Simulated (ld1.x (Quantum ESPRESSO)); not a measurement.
**Building the PAW potential for gallium (PBE, scalar-relativistic).**

* Element: gallium (Ga)
* Generator: ld1.x (Quantum ESPRESSO) 7.5
* Type: PAW
* Functional: PBE
* Relativity: scalar-relativistic
* Frozen core: [Ar] 3d10
* Valence charge: 3
* Reference configuration: 4s1.75 4p1.25
* Partial waves: 4s (bound): rcut 1.30, rcutus 1.55 bohr; 4s channel at -0.25 Ry: rcut 1.30, rcutus 1.55 bohr; 4p (bound): rcut 2.30, rcutus 3.00 bohr; 4p channel at 0.25 Ry: rcut 2.30, rcutus 3.00 bohr; 4d channel at 0.3 Ry: rcut 1.95, rcutus 2.15 bohr; 4d channel at 1.25 Ry: rcut 1.95, rcutus 2.15 bohr
* Local potential: all-electron potential smoothed inside 2.30 bohr (lloc = -2)
* Core correction: Bessel-smoothed model core, default radius (core density twice the valence density)
* Augmentation charge: PSQ, inside the norm-conserving radii

All-electron outer shells of the reference configuration (PBE, scalar-relativistic, ld1.x):

```
shell  level (eV)  outermost node (bohr)  outermost maximum (bohr)
   3p      -99.37                   0.24                      0.56
   3d      -19.65                      –                      0.53
   4s       -9.24                   0.81                      1.90
   4p       -2.78                   0.87                      2.53
```

Q: Does the generator finish with these settings?

A: Yes, a potential is produced and its reference levels are reproduced.

Q: Estimate the cutoffs (Ry, on a coarse ladder) from which the occupation-weighted sum of valence levels, in a spherical-Bessel basis at the reference potential, stays within 10 and 1 mRy of its value at 400 Ry.

A: 15 Ry and 18 Ry.

Q: Does the potential have ghost states?

A: Ghost state, extra bound levels that the all-electron valence spectrum of the same l lacks: d at -9.3 eV. A true bound ghost makes a file unfit for plane-wave use.

Q: Is the overlap operator S = 1 + Σ q|β⟩⟨β| positive definite (Bessel basis up to 400 Ry)?

A: Yes: its lowest eigenvalue is 0.46 (s channel).

Q: Which valence shell sets the plane-wave cutoff?

A: 4s: its level needs 18 Ry to come within 1 mRy, against 6 Ry for 4p.

Test run stopped at test 1 of 7 (negative rho).
